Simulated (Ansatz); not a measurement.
Ansatz (a program for electronic structure) input (B3LYP-D3(BJ)/def2-TZVP):

Ansatz 0.2 input:
```yaml
crystal:
  periodic: [false, false, false]
  atoms:
    - {symbol: C, position_ang: [2.62354131, -0.07648354, -0.62401741]}
    - {symbol: C, position_ang: [1.13919953, 0.28693350, -0.66902059]}
    - {symbol: C, position_ang: [0.33194608, -0.26907549, 0.51362469]}
    - {symbol: C, position_ang: [-1.15402277, 0.08276627, 0.49109654]}
    - {symbol: C, position_ang: [-1.77380583, 0.99377239, 1.27084056]}
    - {symbol: C, position_ang: [-1.92996567, -0.71640079, -0.54592594]}
    - {symbol: H, position_ang: [3.08549782, 0.29062395, 0.29771044]}
    - {symbol: H, position_ang: [3.18039366, 0.34716136, -1.46706227]}
    - {symbol: H, position_ang: [2.76222977, -1.16194183, -0.64532784]}
    - {symbol: H, position_ang: [0.70746977, -0.07308123, -1.60848072]}
    - {symbol: H, position_ang: [1.02400676, 1.37533049, -0.67560707]}
    - {symbol: H, position_ang: [0.48080785, -1.36486480, 0.52887713]}
    - {symbol: H, position_ang: [0.76811436, 0.12054472, 1.43944894]}
    - {symbol: H, position_ang: [-1.01292965, 1.43872784, 1.95975301]}
    - {symbol: H, position_ang: [-2.97952325, -0.42389926, -0.49862897]}
    - {symbol: H, position_ang: [-1.86075003, -1.80405817, -0.37339295]}
    - {symbol: H, position_ang: [-1.57667287, -0.55361732, -1.57687699]}
basis:
  gaussian:
    orbitals: def2-TZVP
hamiltonian:
  xc: b3lyp
  dispersion: d3bj
total_charge: -1
phonons: {temperatures: {t_min: 298.15, t_max: 298.15, t_step: 100}}
```

Output:

```
Functional definition: B3LYP
integrals: 0.19 GiB planned
1564 factors; their error is unknown
0.35 GiB of the device are held for the grids
1.48 GiB of device memory are held for the factors and their scratch space
mean field: 1.47 GiB planned
mean field evaluation 1: about -6389.7181 eV, gradient 7.0e1 eV
mean field evaluation 2: about -6342.8280 eV, gradient 1.1e2 eV
mean field evaluation 4: about -6401.7462 eV, gradient 1.2e1 eV
mean field evaluation 8: about -6402.2722 eV, gradient 2.4e-1 eV
mean field evaluation 16: about -6402.2421 eV, gradient 9.4e-3 eV
mean field -6402.24211840 eV, -235.2780582556 hartree, gradient 2.4e-5 eV, S^2 0.000000; 0 other end points of the search recorded, 0 dependent functions left out
the calculation of the forces begins
reference -6402.24243480 eV, -235.2780698830 hartree; 24, 24 occupied and 228, 228 virtual orbitals, 1564 factors
these checks for a lower state are left out or cut short: stability, starts, cluster_reference, orbital_swaps, neighbouring_geometries, increment
integrals: 0.19 GiB planned
1564 factors; their error is unknown
0.35 GiB of the device are held for the grids
1.48 GiB of device memory are held for the factors and their scratch space
mean field: 1.47 GiB planned
mean field -6402.24203714 eV, -235.2780552694 hartree, gradient 2.6e-6 eV, S^2 0.000000; 0 other end points of the search recorded, 0 dependent functions left out
the calculation of the forces begins
reference -6402.24235351 eV, -235.2780668957 hartree; 24, 24 occupied and 228, 228 virtual orbitals, 1564 factors
these checks for a lower state are left out or cut short: stability, starts, cluster_reference, orbital_swaps, neighbouring_geometries, increment
integrals: 0.19 GiB planned
1564 factors; their error is unknown
0.34 GiB of the device are held for the grids
1.48 GiB of device memory are held for the factors and their scratch space
mean field: 1.47 GiB planned
mean field evaluation 32: about -6402.2419 eV, gradient 4.6e-4 eV
mean field -6402.24192311 eV, -235.2780510787 hartree, gradient 2.6e-6 eV, S^2 0.000000; 0 other end points of the search recorded, 0 dependent functions left out
the calculation of the forces begins
reference -6402.24223953 eV, -235.2780627070 hartree; 24, 24 occupied and 228, 228 virtual orbitals, 1564 factors
these checks for a lower state are left out or cut short: stability, starts, cluster_reference, orbital_swaps, neighbouring_geometries, increment
integrals: 0.19 GiB planned
1564 factors; their error is unknown
0.35 GiB of the device are held for the grids
1.48 GiB of device memory are held for the factors and their scratch space
mean field: 1.47 GiB planned
mean field -6402.24195506 eV, -235.2780522530 hartree, gradient 2.6e-6 eV, S^2 0.000000; 0 other end points of the search recorded, 0 dependent functions left out
the calculation of the forces begins
reference -6402.24227145 eV, -235.2780638801 hartree; 24, 24 occupied and 228, 228 virtual orbitals, 1564 factors
these checks for a lower state are left out or cut short: stability, starts, cluster_reference, orbital_swaps, neighbouring_geometries, increment
integrals: 0.19 GiB planned
1564 factors; their error is unknown
0.35 GiB of the device are held for the grids
1.48 GiB of device memory are held for the factors and their scratch space
mean field: 1.47 GiB planned
mean field -6402.24195188 eV, -235.2780521362 hartree, gradient 2.6e-6 eV, S^2 0.000000; 0 other end points of the search recorded, 0 dependent functions left out
[...]
reference -6402.24244741 eV, -235.2780703465 hartree; 24, 24 occupied and 228, 228 virtual orbitals, 1564 factors
these checks for a lower state are left out or cut short: stability, starts, cluster_reference, orbital_swaps, neighbouring_geometries, increment
integrals: 0.19 GiB planned
1564 factors; their error is unknown
0.35 GiB of the device are held for the grids
1.48 GiB of device memory are held for the factors and their scratch space
mean field: 1.47 GiB planned
mean field evaluation 672: about -6402.2420 eV, gradient 2.6e-6 eV
mean field -6402.24199811 eV, -235.2780538352 hartree, gradient 2.6e-6 eV, S^2 0.000000; 0 other end points of the search recorded, 0 dependent functions left out
the calculation of the forces begins
reference -6402.24231451 eV, -235.2780654626 hartree; 24, 24 occupied and 228, 228 virtual orbitals, 1564 factors
these checks for a lower state are left out or cut short: stability, starts, cluster_reference, orbital_swaps, neighbouring_geometries, increment
integrals: 0.19 GiB planned
1564 factors; their error is unknown
0.35 GiB of the device are held for the grids
1.48 GiB of device memory are held for the factors and their scratch space
mean field: 1.47 GiB planned
mean field -6402.24206001 eV, -235.2780561099 hartree, gradient 2.6e-6 eV, S^2 0.000000; 0 other end points of the search recorded, 0 dependent functions left out
the calculation of the forces begins
reference -6402.24237641 eV, -235.2780677373 hartree; 24, 24 occupied and 228, 228 virtual orbitals, 1564 factors
these checks for a lower state are left out or cut short: stability, starts, cluster_reference, orbital_swaps, neighbouring_geometries, increment
integrals: 0.19 GiB planned
1564 factors; their error is unknown
0.34 GiB of the device are held for the grids
1.48 GiB of device memory are held for the factors and their scratch space
mean field: 1.48 GiB planned
mean field -6402.24208852 eV, -235.2780571576 hartree, gradient 2.6e-6 eV, S^2 0.000000; 0 other end points of the search recorded, 0 dependent functions left out
the calculation of the forces begins
reference -6402.24240491 eV, -235.2780687848 hartree; 24, 24 occupied and 228, 228 virtual orbitals, 1564 factors
these checks for a lower state are left out or cut short: stability, starts, cluster_reference, orbital_swaps, neighbouring_geometries, increment
integrals: 0.19 GiB planned
1564 factors; their error is unknown
0.34 GiB of the device are held for the grids
1.48 GiB of device memory are held for the factors and their scratch space
mean field: 1.47 GiB planned
mean field -6402.24211452 eV, -235.2780581130 hartree, gradient 2.6e-6 eV, S^2 0.000000; 0 other end points of the search recorded, 0 dependent functions left out
the calculation of the forces begins
reference -6402.24243092 eV, -235.2780697405 hartree; 24, 24 occupied and 228, 228 virtual orbitals, 1564 factors
these checks for a lower state are left out or cut short: stability, starts, cluster_reference, orbital_swaps, neighbouring_geometries, increment
integrals: 0.19 GiB planned
1564 factors; their error is unknown
0.35 GiB of the device are held for the grids
1.48 GiB of device memory are held for the factors and their scratch space
mean field: 1.47 GiB planned
mean field -6402.24206247 eV, -235.2780562003 hartree, gradient 2.6e-6 eV, S^2 0.000000; 0 other end points of the search recorded, 0 dependent functions left out
the calculation of the forces begins
reference -6402.24237886 eV, -235.2780678272 hartree; 24, 24 occupied and 228, 228 virtual orbitals, 1564 factors
these checks for a lower state are left out or cut short: stability, starts, cluster_reference, orbital_swaps, neighbouring_geometries, increment
integrals: 0.19 GiB planned
1564 factors; their error is unknown
0.34 GiB of the device are held for the grids
1.48 GiB of device memory are held for the factors and their scratch space
mean field: 1.47 GiB planned
mean field evaluation 704: about -6402.2421 eV, gradient 4.6e-4 eV
mean field -6402.24212836 eV, -235.2780586215 hartree, gradient 2.6e-6 eV, S^2 0.000000; 0 other end points of the search recorded, 0 dependent functions left out
the calculation of the forces begins
reference -6402.24244477 eV, -235.2780702493 hartree; 24, 24 occupied and 228, 228 virtual orbitals, 1564 factors
these checks for a lower state are left out or cut short: stability, starts, cluster_reference, orbital_swaps, neighbouring_geometries, increment
integrals: 0.19 GiB planned
1564 factors; their error is unknown
0.35 GiB of the device are held for the grids
1.48 GiB of device memory are held for the factors and their scratch space
mean field: 1.48 GiB planned
mean field -6402.24208898 eV, -235.2780571746 hartree, gradient 2.6e-6 eV, S^2 0.000000; 0 other end points of the search recorded, 0 dependent functions left out
the calculation of the forces begins
reference -6402.24240540 eV, -235.2780688027 hartree; 24, 24 occupied and 228, 228 virtual orbitals, 1564 factors
these checks for a lower state are left out or cut short: stability, starts, cluster_reference, orbital_swaps, neighbouring_geometries, increment
integrals: 0.19 GiB planned
1564 factors; their error is unknown
0.34 GiB of the device are held for the grids
1.48 GiB of device memory are held for the factors and their scratch space
mean field: 1.47 GiB planned
mean field -6402.24211510 eV, -235.2780581345 hartree, gradient 2.6e-6 eV, S^2 0.000000; 0 other end points of the search recorded, 0 dependent functions left out
the calculation of the forces begins
reference -6402.24243148 eV, -235.2780697612 hartree; 24, 24 occupied and 228, 228 virtual orbitals, 1564 factors
these checks for a lower state are left out or cut short: stability, starts, cluster_reference, orbital_swaps, neighbouring_geometries, increment
integrals: 0.19 GiB planned
1564 factors; their error is unknown
0.34 GiB of the device are held for the grids
1.48 GiB of device memory are held for the factors and their scratch space
mean field: 1.47 GiB planned
mean field -6402.24200310 eV, -235.2780540184 hartree, gradient 2.6e-6 eV, S^2 0.000000; 0 other end points of the search recorded, 0 dependent functions left out
the calculation of the forces begins
reference -6402.24231951 eV, -235.2780656462 hartree; 24, 24 occupied and 228, 228 virtual orbitals, 1564 factors
these checks for a lower state are left out or cut short: stability, starts, cluster_reference, orbital_swaps, neighbouring_geometries, increment
integrals: 0.19 GiB planned
1564 factors; their error is unknown
0.35 GiB of the device are held for the grids
1.48 GiB of device memory are held for the factors and their scratch space
mean field: 1.48 GiB planned
mean field -6402.24206962 eV, -235.2780564632 hartree, gradient 2.6e-6 eV, S^2 0.000000; 0 other end points of the search recorded, 0 dependent functions left out
the calculation of the forces begins
reference -6402.24238601 eV, -235.2780680901 hartree; 24, 24 occupied and 228, 228 virtual orbitals, 1564 factors
Total energy: -6402.84690359 eV, -235.3002837016 hartree
Atom 0 at     2.623541    -0.076484    -0.624017 Å, force     0.000009    -0.000069     0.000345 eV/Å
Atom 1 at     1.139200     0.286934    -0.669021 Å, force    -0.000131    -0.000365    -0.000327 eV/Å
Atom 2 at     0.331946    -0.269075     0.513625 Å, force     0.000631    -0.000294     0.000467 eV/Å
Atom 3 at    -1.154023     0.082766     0.491097 Å, force     0.000626    -0.000712    -0.000070 eV/Å
Atom 4 at    -1.773806     0.993772     1.270841 Å, force    -0.000226     0.000529     0.001096 eV/Å
Atom 5 at    -1.929966    -0.716401    -0.545926 Å, force    -0.000037     0.000260    -0.000133 eV/Å
Atom 6 at     3.085498     0.290624     0.297710 Å, force     0.000027     0.000211    -0.000183 eV/Å
Atom 7 at     3.180394     0.347161    -1.467062 Å, force    -0.000161    -0.000075    -0.000078 eV/Å
Atom 8 at     2.762230    -1.161942    -0.645328 Å, force    -0.000026     0.000123     0.000247 eV/Å
Atom 9 at     0.707470    -0.073081    -1.608481 Å, force     0.000345    -0.000124    -0.000037 eV/Å
Atom 10 at     1.024007     1.375330    -0.675607 Å, force    -0.000089    -0.000000    -0.000088 eV/Å
Atom 11 at     0.480808    -1.364865     0.528877 Å, force    -0.000181     0.000147     0.000056 eV/Å
Atom 12 at     0.768114     0.120545     1.439449 Å, force    -0.000317    -0.000045    -0.000357 eV/Å
Atom 13 at    -1.012930     1.438728     1.959753 Å, force    -0.000331     0.000165    -0.000529 eV/Å
Atom 14 at    -2.979523    -0.423899    -0.498629 Å, force     0.000093    -0.000023     0.000121 eV/Å
Atom 15 at    -1.860750    -1.804058    -0.373393 Å, force     0.000322    -0.000150    -0.000431 eV/Å
Atom 16 at    -1.576673    -0.553617    -1.576877 Å, force    -0.000555     0.000423    -0.000099 eV/Å
Dipole moment:     1.570788    -0.647490    -0.836389 e Å
Vibrations: 60.11 92.06 190.52 202.20 238.92 318.73 399.54 472.78 528.12 743.11 783.40 826.58 873.71 892.73 960.41 1028.02 1052.86 1057.84 1096.03 1105.40 1223.41 1263.02 1283.57 1314.18 1349.92 1362.87 1391.77 1461.69 1468.96 1478.40 1488.70 1491.20 1503.89 1546.60 2756.15 2881.42 2916.15 2934.15 2994.36 3007.13 3013.07 3034.60 3045.75 3063.71 3081.80 cm⁻¹, zero-point energy 4.046816 eV
```

It need not be the lowest isomer of its formula. Whether it binds its extra electron was not tested at this geometry.
